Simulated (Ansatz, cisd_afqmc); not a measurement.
Species: Ga, charge 0, doublet.

Total energies in def2-TZVPP, 3 correlated electrons, 14 frozen orbitals. Radicals and triplets start from unrestricted determinants; spin-orbit coupling is neglected. Cores are frozen in correlated methods (noble-gas shells, and filled d and f shells in the p block). No relativity. AFQMC is phaseless with a CISD trial state; ± is one standard error, without the phaseless bias. Outlying blocks are dropped, and bars are widened where a walk drifts. Over all cases where full CI ran beside it in this data, AFQMC minus full CI had a median of +0.1 mEh and passed +0.4 mEh in a tenth of the cases.

```
method         program          energy (Eh)  minus CCSDT (mEh)
----------  ----------  -------------------  -----------------
HF              Ansatz          -1923.22349              48.07
MP2             Ansatz          -1923.25738              14.19
CCSD            Ansatz          -1923.27041               1.15
CCSD(T)         Ansatz          -1923.27127               0.30
CCSDT           Ansatz          -1923.27156               0.00
AFQMC/CISD  cisd_afqmc  -1923.2715 ± 0.0001          0.1 ± 0.1
```

Ansatz is a program for electronic structure.
